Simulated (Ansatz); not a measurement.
Reaction (SMILES): O=[SiH] (O-SiH) → H atom + O atom + Si atom
B3LYP-D3(BJ)/def2-TZVP geometries, fixed; electronic energies without zero-point terms.

Basis-set convergence of the atomisation energy at B2PLYP with Ansatz (a first-principles code). Cartesian d functions, on some or all atoms, in 6-31G*, 6-31+G*, 6-311G**, 6-311+G**; all else is spherical. Cores are frozen. Open shells are unrestricted. No added dispersion term, no relativity. Functions are those of the species that has most. Reference: the value in pcseg-4, 219.05 kcal/mol, itself unsure by roughly 0.34 kcal/mol (its mean distance from aug-pcseg-3, aug-cc-pV(Q+d)Z, cc-pV(5+d)Z). Deviations are taken from unrounded values.

```
basis            functions  atomisation energy (kcal/mol)
---------------  ---------  -----------------------------
6-31G*                  36                         202.99
6-31+G*                 44                         204.50
def2-SVP                37                         204.76
def2-SVPD               55                         208.14
pcseg-1                 37                         203.74
aug-pcseg-1             59                         207.39
cc-pV(D+d)Z             42                         202.72
aug-cc-pV(D+d)Z         64                         206.86
6-311G**                51                         204.57
6-311+G**               59                         205.93
def2-TZVP               74                         214.86
def2-TZVPD              92                         215.54
pcseg-2                 78                         215.96
aug-pcseg-2            119                         217.28
cc-pV(T+d)Z             83                         215.50
aug-cc-pV(T+d)Z        124                         216.55
def2-TZVPP              87                         215.57
def2-TZVPPD            105                         216.15
cc-pV(Q+d)Z            149                         218.22
aug-cc-pV(Q+d)Z        215                         218.56
def2-QZVPP             157                         217.93
def2-QZVPPD            175                         218.00
pcseg-3                157                         218.57
aug-pcseg-3            223                         218.70
```

What the diffuse functions change, pair by pair:
- 6-31G* to 6-31+G*: 8 more functions, deviation -16.05 to -14.54 kcal/mol
- def2-SVP to def2-SVPD: 18 more functions, deviation -14.29 to -10.91 kcal/mol
- pcseg-1 to aug-pcseg-1: 22 more functions, deviation -15.31 to -11.66 kcal/mol
- cc-pV(D+d)Z to aug-cc-pV(D+d)Z: 22 more functions, deviation -16.33 to -12.19 kcal/mol
- 6-311G** to 6-311+G**: 8 more functions, deviation -14.47 to -13.12 kcal/mol
- def2-TZVP to def2-TZVPD: 18 more functions, deviation -4.18 to -3.51 kcal/mol
- pcseg-2 to aug-pcseg-2: 41 more functions, deviation -3.09 to -1.77 kcal/mol
- cc-pV(T+d)Z to aug-cc-pV(T+d)Z: 41 more functions, deviation -3.55 to -2.49 kcal/mol
- def2-TZVPP to def2-TZVPPD: 18 more functions, deviation -3.48 to -2.90 kcal/mol
- cc-pV(Q+d)Z to aug-cc-pV(Q+d)Z: 66 more functions, deviation -0.83 to -0.48 kcal/mol
- def2-QZVPP to def2-QZVPPD: 18 more functions, deviation -1.12 to -1.05 kcal/mol
- pcseg-3 to aug-pcseg-3: 66 more functions, deviation -0.47 to -0.35 kcal/mol

They bring the value nearer the reference by more than 0.34 kcal/mol in 10 of 12 pairs.
